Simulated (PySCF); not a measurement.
## CoBr: one state, many levels of theory

State: triplet, unpaired electrons π ↑, δ ↑. Set-up: Co def2-TZVPPD, Br def2-TZVPPD; no relativity (PySCF 2.14). De refers to Co (3d7 4s2) + Br in their high-spin ground configurations, without counterpoise correction. The functionals are run spin-unrestricted. A positive dipole means Co(−)Br(+).

```
      Level  Re (Å)  ωe (cm⁻¹)  De (eV)  μ (D)  CPU s a point (SCF and correlation, without the integrals)
        UHF   2.367        261      n/a  -7.24                                                         8.8
    UHF-MP2   2.220        309      n/a    n/a                                                          15
UHF-SCS-MP2   2.248        298      n/a    n/a                                                         n/a
        PBE   2.213        311      n/a  -4.10                                                         5.3
     revPBE   2.232        301      n/a  -4.26                                                         3.6
       PW91   2.211        312      n/a  -4.10                                                         3.6
     r²SCAN   2.218        313      n/a  -4.73                                                         7.4
       PBE0   2.239        302      n/a  -5.18                                                          21
      B97-3   2.265        293      n/a  -5.30                                                         9.8
        M06   2.231        315      n/a  -4.72                                                          12
    LC-ωPBE   2.227        313      n/a  -5.60                                                          15
```

Correlated steps freeze 14 core orbitals. De is left out where the level can put another filling of the metal’s s and d shells below the measured ground configuration, by anything from nothing to about 1 eV. Spin–orbit coupling is left out. With d or f electrons several states lie close, and the lowest PBE0 determinant need not be the measured ground state.

The whole job (state search and all levels along the bond) took about 25 min on 2 threads of Intel Xeon Platinum 8259CL @ 2.50GHz (shared host), peak memory 4.3 GiB.
